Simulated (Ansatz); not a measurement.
C$_{6}$H$_{5}$Cl$_{3}$Hf (`[Cl][Hf]([Cl])([Cl])[c]1ccccc1`), relaxed with RKS PBE0-D4/def2-TZVP in the Gaussian-basis code of Ansatz from a GFN2-xTB geometry. The force threshold is 0.005 eV/Å; the program also tests the step.

Charge 0, multiplicity 1. Hf takes the def2 core potential.

Start:

```xyz
15

Cl    1.726   -3.619   -0.986
Hf    1.596   -2.006    0.623
Cl    0.854   -2.873    2.597
Cl    3.633   -1.062    1.009
C     0.267   -0.409    0.048
C    -0.067    0.538    1.030
C    -0.895    1.614    0.741
C    -1.404    1.772   -0.537
C    -1.087    0.855   -1.526
C    -0.261   -0.222   -1.238
H     0.329    0.426    2.041
H    -1.140    2.329    1.512
H    -2.046    2.610   -0.764
H    -1.482    0.979   -2.523
H    -0.023   -0.933   -2.027
```

```json
{"step": "1", "energy (eV)": "-45168.4919", "largest force (eV/Å)": "0.942", "largest move (Å)": "0.000"}
{"step": "2", "energy (eV)": "-45168.5732", "largest force (eV/Å)": "0.377", "largest move (Å)": "0.102"}
{"step": "3", "energy (eV)": "-45168.5906", "largest force (eV/Å)": "0.060", "largest move (Å)": "0.062"}
{"step": "4", "energy (eV)": "-45168.5911", "largest force (eV/Å)": "0.026", "largest move (Å)": "0.022"}
{"step": "5", "energy (eV)": "-45168.5914", "largest force (eV/Å)": "0.018", "largest move (Å)": "0.018"}
{"step": "6", "energy (eV)": "-45168.5916", "largest force (eV/Å)": "0.004", "largest move (Å)": "0.016"}
{"step": "7", "energy (eV)": "-45168.5916", "largest force (eV/Å)": "0.006", "largest move (Å)": "0.019"}
{"step": "8", "energy (eV)": "-45168.5916", "largest force (eV/Å)": "0.011", "largest move (Å)": "0.014"}
{"step": "9", "energy (eV)": "-45168.5917", "largest force (eV/Å)": "0.006", "largest move (Å)": "0.005"}
{"step": "10", "energy (eV)": "-45168.5917", "largest force (eV/Å)": "0.001", "largest move (Å)": "0.010"}
{"step": "11", "energy (eV)": "-45168.5919", "largest force (eV/Å)": "0.023", "largest move (Å)": "0.063"}
{"step": "12", "energy (eV)": "-45168.5919", "largest force (eV/Å)": "0.036", "largest move (Å)": "0.057"}
{"step": "13", "energy (eV)": "-45168.5920", "largest force (eV/Å)": "0.020", "largest move (Å)": "0.009"}
{"step": "14", "energy (eV)": "-45168.5921", "largest force (eV/Å)": "0.006", "largest move (Å)": "0.017"}
{"step": "15", "energy (eV)": "-45168.5921", "largest force (eV/Å)": "0.010", "largest move (Å)": "0.044"}
{"step": "16", "energy (eV)": "-45168.5922", "largest force (eV/Å)": "0.013", "largest move (Å)": "0.048"}
{"step": "17", "energy (eV)": "-45168.5922", "largest force (eV/Å)": "0.010", "largest move (Å)": "0.004"}
{"step": "18", "energy (eV)": "-45168.5922", "largest force (eV/Å)": "0.003", "largest move (Å)": "0.003"}
{"step": "19", "energy (eV)": "-45168.5922", "largest force (eV/Å)": "0.003", "largest move (Å)": "0.007"}
```

End:

```xyz
15

Cl    1.819   -3.435   -1.177
Hf    1.624   -2.008    0.657
Cl    0.622   -3.030    2.498
Cl    3.643   -0.996    1.236
C     0.291   -0.401    0.054
C     0.012    0.586    1.010
C    -0.825    1.652    0.721
C    -1.401    1.752   -0.538
C    -1.141    0.788   -1.502
C    -0.304   -0.277   -1.208
H     0.451    0.531    2.004
H    -1.028    2.405    1.474
H    -2.056    2.585   -0.768
H    -1.593    0.868   -2.484
H    -0.114   -1.020   -1.976
```

It took 96 s on 5 threads of an AMD EPYC 7R13 on a shared host and a share of an NVIDIA H100 80 GB, with 1.1 GiB of host memory at the peak.
